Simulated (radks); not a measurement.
Problem. Species: Pd3+. Configuration: [Kr] 4d5 5s2 (not the ground configuration). All-electron calculation, scalar-relativistic Kohn-Sham, r2SCAN, spin-unpolarised, spherical densities, finite nucleus; meta-GGA in the generalised Kohn-Sham scheme; Fermi nuclear charge, rms radius 4.5318 fm. Program: a radial shooting solver on a logarithmic mesh with Libxc functionals. Some entries of the table are withheld. Estimate them.

orbital,occ.,eigenvalue (Ry),r(max) (bohr),<r> (bohr)
1s,2,(1),0.02066,0.03186
2s,2,(2),0.1167,0.1383
2p,6,-237.7334,0.09342,0.1206
3s,2,-51.47903,0.3412,0.3783
3p,6,-42.46566,0.3346,0.3780
3d,10,-28.19450,0.2828,0.3573
4s,2,-10.26309,0.8464,0.9302
4p,6,-7.60953,0.8990,1.008
4d,5,-3.71683,1.030,(3)
5s,2,-2.53618,2.086,(4)

Solution. 
(1) 1s eigenvalue (Ry): -1783.718
(2) 2s eigenvalue (Ry): -264.9257
(3) 4d <r> (bohr): 1.237
(4) 5s <r> (bohr): 2.283
